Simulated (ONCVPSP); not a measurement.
# What one change does to a pseudopotential (boron (B), ONCV)

```
Element                 : B (Z = 5)
Generator               : ONCVPSP 4.0.1
Type                    : optimised norm-conserving Vanderbilt (ONCV)
Functional              : PBE
Relativity              : scalar-relativistic
Frozen core             : [He]
Valence charge          : 3
Reference configuration : 2s2 2p1
Partial waves           : 2s: rc 1.10 bohr, ncon 3, nbas 7, qcut 6.3 1/bohr, 2 projectors, debl 3.3 Ha; 2p: rc 2.45 bohr, ncon 4, nbas 8, qcut 4.7 1/bohr, 1 projector; d scattering state at 0.3 Ha: rc 2.40 bohr, ncon 4, nbas 7, qcut 4.2 1/bohr, 1 projector
Local potential         : polynomial inside 0.80 bohr (lpopt 1, dvloc0 0 Ha)
Core correction         : Teter function, fcfact 1.5, rcfact 1.2
```

All-electron outer shells of the reference configuration (PBE, scalar-relativistic, ld1.x):

| shell | level (eV) | outermost node (bohr) | outermost maximum (bohr) |
| --- | --- | --- | --- |
| 1s | -180.59 | – | 0.21 |
| 2s | -9.44 | 0.46 | 1.52 |
| 2p | -3.61 | – | 1.57 |

Change: p: ncon 5, nbas 9.

Cutoffs: the cutoffs (Ha) at which the residual kinetic energy of the hardest occupied pseudo-wave falls to 1 and 0.1 mHa per electron; they do not see the model core or the augmentation charge, which bear on the density cutoff. Errors are all-electron minus pseudo energies relative to the spin-unpolarised reference configuration.

Question: What does the change do?

Answer: The potential gets neither clearly harder nor softer (12 Ha and 16 Ha → 12 Ha and 16 Ha); both files keep a bound ghost (d); of the 4 tests that both files solve, the error grows in 0 and shrinks in 3 by more than 15 % and 0.3 meV (median size 28.7 → 23.5 meV).

| quantity | base | changed |
| --- | --- | --- |
| cutoff, loose | 12 Ha | 12 Ha |
| cutoff, tight | 16 Ha | 16 Ha |
| loose cutoff by channel | s 12 Ha, p 7.9 Ha | s 12 Ha, p 8.4 Ha |
| bound ghosts | d | d |
| GHOST(+) flags under 300 eV | none | none |
| error for 2s2 2p0, meV [ΔE 8.22 eV] | +48 | +40 |
| error for 2s1 2p0, meV [ΔE 33.64 eV] | +177 | +154 |
| error for 2s2 2p0.5, meV [ΔE 2.89 eV] | +6.0 | +4.9 |
| error for 2s1 2p2, meV [ΔE 5.85 eV] | -9.7 | -7.2 |
| s: phases at 1.12 bohr within 0.05 rad from the reference energy up to (Ha; the scan ends near 5) | to the end of the scan | to the end of the scan |
| p: phases at 2.49 bohr within 0.05 rad from the reference energy up to (Ha; the scan ends near 5) | 0.7 | 0.7 |
| d: phases at 2.43 bohr within 0.05 rad from the reference energy up to (Ha; the scan ends near 5) | 2.4 | 2.4 |
| rms error of d²Exc/dni dnj with the model core, mHa | 1.96 | 1.99 |

 A true bound ghost makes a file unfit for plane-wave use even where its test errors are small: the radial tests pick states by their node count and pass the ghost by.
